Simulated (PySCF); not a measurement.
Al⁻ (aluminium, charge -1) across methods

[Ne] 3s2 3p2, high-spin 3P determinant. Calculation: PySCF 2.14, in dyall-av3z (19s12p3d2f, 84 functions); the spin-free X2C one-electron Hamiltonian (Gaussian nucleus).

| method | E (hartree) | mean ε 3s α (eV) | mean ε 3s β (eV) | mean ε 3p α (eV) | Σ⟨r²⟩ (bohr²) | ⟨S²⟩ |
| --- | --- | --- | --- | --- | --- | --- |
| r2SCAN | -242.8013 | -3.317 | -2.274 | 1.156 | 79.51 | 2.010 |
| TPSS | -242.8470 | -3.184 | -2.056 | 1.314 | 78.39 | 2.005 |
| TPSSh | -242.8395 | -3.579 | -2.328 | 1.118 | 76.41 | 2.006 |
| wB97M-V | -242.8055 | -6.380 | -5.334 | -0.446 | 80.87 | 2.004 |
| BHandHLYP | -242.8262 | -5.141 | -3.838 | 0.429 | 78.89 | 2.005 |
| PBE0 | -242.7169 | -4.167 | -2.988 | 0.765 | 78.13 | 2.005 |
| UHF | -242.31769 | -6.882 | -4.536 | -0.607 | 74.81 | 2.018 |
| LDA | -241.7798 | -3.376 | -2.565 | 1.164 | 87.10 | 2.001 |
| PBE | -242.7002 | -3.189 | -2.320 | 1.229 | 84.57 | 2.004 |

The highest occupied level is positive at r2SCAN, TPSS, TPSSh, BHandHLYP, PBE0, LDA, PBE: only the finite basis holds that electron, which in a density functional comes from self-interaction.
